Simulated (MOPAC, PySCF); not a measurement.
[Zn(Br)2], neutral singlet in the gas phase. 

Cartesian coordinates (Å):
```xyz
3

Zn     0.0000     0.0000     0.0000
Br    -1.8077     0.9458    -0.9170
Br     1.8077    -0.9458     0.9170
```
Charge 0, spin multiplicity 1.

All levels are single points at this geometry (PBE-D3(BJ)/def2-SVP); Pople sets use spherical d functions. Orbital energies aren't observables, and empty levels follow the basis.

| level | HOMO (eV) | LUMO (eV) | gap (eV) | dipole (D) | vertical IE, Delta-SCF (eV) |
|---|---|---|---|---|---|
| TPSSh-D3(BJ)/def2-TZVP in PySCF | -7.90 | -2.23 | 5.67 | 0.00 | – |
| B3LYP/3-21G in PySCF | -7.86 | -1.79 | 6.07 | 0.00 | – |
| SVWN5/6-31G* (LANL2DZ on Zn) in PySCF | -7.47 | -3.12 | 4.35 | 0.00 | – |
| HF/3-21G in PySCF | -11.12 | 1.05 | 12.17 | 0.00 | – |
| HF/STO-3G in PySCF | -5.34 | 4.56 | 9.89 | 0.00 | – |
| PM7 in MOPAC | -10.32 | 1.35 | 11.67 | 0.00 | – |
